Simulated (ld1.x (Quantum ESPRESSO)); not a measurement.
Sm, TM: configuration errors across variants

| Item | Value |
| --- | --- |
| Element | samarium (Sm) |
| Generator | ld1.x (Quantum ESPRESSO) 7.5 |
| Type | norm-conserving Troullier–Martins (Kleinman–Bylander form) |
| Functional | PBEsol |
| Relativity | scalar-relativistic |
| Frozen core | [Kr] 4d10 |
| Valence charge | 16 |
| Reference configuration | 4f6 5s2 5p6 5d0 6s1.5 6p0 (charge +0.5) |
| Partial waves | 5s (bound): rc 1.90 bohr; 5p (bound): rc 2.80 bohr; 5d (bound, empty): rc 2.80 bohr; 4f (bound): rc 1.55 bohr |
| Local potential | the f channel |
| Core correction | none |

Occupied shells without a wave of their own: 6s. They enter only through the test configuration that unscreens the potential.

All-electron excitation energies from the reference (eV): (1) 4f6 5s2 5p6 5d0 6s2 6p0 -2.379; (2) 4f6 5s2 5p6 5d0 6s1 6p0 3.585; (3) 4f6 5s2 5p6 5d0 6s0 6p0 14.572; (4) 4f5 5s2 5p6 5d0 6s0 6p0 38.454; (5) 4f6 5s2 5p6 5d0 6s1 6p1 0.083; (6) 4f6 5s2 5p6 5d0.5 6s1.5 6p0 -1.398; (7) 4f5 5s2 5p6 5d1 6s1 6p0 7.074.

The overlap operator is not positive definite (basis up to 400 Ry) in “type PAW; waves now 5s (bound): rcut 1.80, rcutus 1.90 bohr; 6s (bound): rcut 1.80, rcutus 1.90 bohr; 5p (bound): rcut 2.45, rcutus 2.80 bohr; 6p (bound): rcut 2.45, rcutus 2.80 bohr; 5d (bound): rcut 2.45, rcutus 2.80 bohr; 5d channel at 4.3 Ry: rcut 2.45, rcutus 2.80 bohr; 4f (bound): rcut 1.35, rcutus 1.55 bohr; 4f channel at 0.45 Ry: rcut 1.35, rcutus 1.55 bohr; local potential all-electron potential smoothed inside 1.90 bohr (lloc = -2); core correction a·sin(br)/r model core, default radius (ld1.x builds one for every PAW set, though the input has nlcc=.false.); augmentation BESSEL, radius 1.50 bohr”. Such files are unfit for use, however small their errors in these radial tests.

Tests that are not counted but printed errors over 1 eV. “type PAW; waves now 5s (bound): rcut 1.80, rcutus 1.90 bohr; 6s (bound): rcut 1.80, rcutus 1.90 bohr; 5p (bound): rcut 2.45, rcutus 2.80 bohr; 6p (bound): rcut 2.45, rcutus 2.80 bohr; 5d (bound): rcut 2.45, rcutus 2.80 bohr; 5d channel at 4.3 Ry: rcut 2.45, rcutus 2.80 bohr; 4f (bound): rcut 1.35, rcutus 1.55 bohr; 4f channel at 0.45 Ry: rcut 1.35, rcutus 1.55 bohr; local potential all-electron potential smoothed inside 1.90 bohr (lloc = -2); core correction a·sin(br)/r model core, default radius (ld1.x builds one for every PAW set, though the input has nlcc=.false.); augmentation BESSEL, radius 1.50 bohr”: 4f5 5s2 5p6 5d0 6s0 6p0 (solver errors, printed error -1593 eV).

4 further variants failed, have other tests or another functional or relativity, and are left out.

A true bound ghost makes a file unfit for plane-wave use even where its test errors are small: the radial tests pick states by their node count and pass the ghost by.

Errors AE − PS in meV (a dash: test not solved or not reliable):

| change | (1) | (2) | (3) | (4) | (5) | (6) | (7) | bound ghosts |
| --- | --- | --- | --- | --- | --- | --- | --- | --- |
| base | +7.8 | -10 | -42 | +42 | +12 | -0.5 | +66 | s, p |
| wave 4f (bound): rc 1.55 bohr becomes 4f (bound): rc 1.88 bohr | -76 | +102 | +412 | +805 | +65 | -0.1 | +244 | s, p |
| type PAW; waves now 5s (bound): rcut 1.80, rcutus 1.90 bohr; 6s (bound): rcut 1.80, rcutus 1.90 bohr; 5p (bound): rcut 2.45, rcutus 2.80 bohr; 6p (bound): rcut 2.45, rcutus 2.80 bohr; 5d (bound): rcut 2.45, rcutus 2.80 bohr; 5d channel at 4.3 Ry: rcut 2.45, rcutus 2.80 bohr; 4f (bound): rcut 1.35, rcutus 1.55 bohr; 4f channel at 0.45 Ry: rcut 1.35, rcutus 1.55 bohr; local potential all-electron potential smoothed inside 1.90 bohr (lloc = -2); core correction a·sin(br)/r model core, default radius (ld1.x builds one for every PAW set, though the input has nlcc=.false.); augmentation BESSEL, radius 1.50 bohr | +1.0 | -1.5 | -5.7 | – | +2.5 | +0.3 | – | not determined (overlap not positive) |
| wave 5p (bound): rc 2.80 bohr becomes 5p (bound): rc 1.88 bohr | +7.8 | -10 | -42 | -59 | -6.8 | -0.3 | +8.3 | s, p |

**Question.** Give the same row for: wave 5s (bound): rc 1.90 bohr becomes 5s (bound): rc 2.48 bohr.

**Answer.** +111, -150, -616, -941, -93, -0.4, -64; bound ghosts: s, p.
